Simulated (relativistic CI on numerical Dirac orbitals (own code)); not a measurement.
## Ligand-field terms of d5

Computed with a parametric ligand-field model of a d^n configuration (Racah B and C, spin-orbit zeta, crystal field), exact diagonalisation.

Field parameters in Wybourne normalisation: Oh B⁴₀ = 21Dq, B⁴₄ = √(5/14) B⁴₀. The field is a parameter set, without covalency.

B = 640 cm⁻¹, C = 2480 cm⁻¹ (C/B = 3.88), Oh, no spin-orbit coupling. Tanabe-Sugano data, E/B above the lowest term (Δ = |10Dq|; b, c mark the second and third term of a kind):

| Δ/B | 6A1 | 4T1 | 4T2 | 4T1(b) | 2T2 | 2A2 | 2T1 |
| --- | --- | --- | --- | --- | --- | --- | --- |
| 1.0 | 0.00 | 29.20 | 29.35 | 34.29 | 41.81 | 41.88 | 41.90 |
| 3.0 | 0.00 | 28.10 | 29.17 | 35.31 | 40.27 | 41.05 | 41.16 |
| 5.0 | 0.00 | 26.52 | 28.79 | 36.71 | 37.54 | 39.71 | 39.92 |
| 7.0 | 0.00 | 24.78 | 28.18 | 38.17 | 34.27 | 38.12 | 38.39 |
| 9.0 | 0.00 | 22.95 | 27.30 | 39.57 | 30.77 | 36.40 | 36.70 |
| 11.0 | 0.00 | 21.09 | 26.17 | 40.85 | 27.15 | 34.60 | 34.92 |
| 13.0 | 0.00 | 19.19 | 24.83 | 41.95 | 23.47 | 32.75 | 33.09 |
| 15.0 | 0.00 | 17.28 | 23.33 | 42.85 | 19.73 | 30.86 | 31.22 |
| 17.0 | 0.00 | 15.35 | 21.71 | 43.55 | 15.96 | 28.96 | 29.32 |
| 19.0 | 0.00 | 13.41 | 20.01 | 44.08 | 12.16 | 27.04 | 27.40 |
| 21.0 | 0.00 | 11.46 | 18.24 | 44.48 | 8.34 | 25.10 | 25.47 |
| 23.0 | 0.00 | 9.51 | 16.44 | 44.78 | 4.50 | 23.16 | 23.52 |
| 25.0 | 0.00 | 7.55 | 14.60 | 45.00 | 0.65 | 21.21 | 21.57 |
| 27.0 | 3.22 | 8.80 | 15.95 | 48.40 | 0.00 | 22.47 | 22.83 |
| 29.0 | 7.09 | 10.72 | 17.94 | 52.41 | 0.00 | 24.38 | 24.75 |
| 31.0 | 10.98 | 12.63 | 19.93 | 56.41 | 0.00 | 26.30 | 26.67 |
| 33.0 | 14.88 | 14.56 | 21.91 | 60.39 | 0.00 | 28.23 | 28.59 |
| 35.0 | 18.78 | 16.48 | 23.89 | 64.37 | 0.00 | 30.16 | 30.52 |
| 37.0 | 22.69 | 18.42 | 25.86 | 68.34 | 0.00 | 32.09 | 32.46 |
| 39.0 | 26.61 | 20.35 | 27.84 | 72.31 | 0.00 | 34.03 | 34.40 |
| 41.0 | 30.53 | 22.30 | 29.81 | 76.27 | 0.00 | 35.97 | 36.34 |
| 43.0 | 34.46 | 24.24 | 31.79 | 80.24 | 0.00 | 37.92 | 38.28 |
| 45.0 | 38.39 | 26.19 | 33.76 | 84.20 | 0.00 | 39.87 | 40.23 |
| 47.0 | 42.32 | 28.14 | 35.74 | 88.16 | 0.00 | 41.82 | 42.18 |

The ground term changes from 6A1 to 2T2 between Δ/B = 25.0 and 27.0.
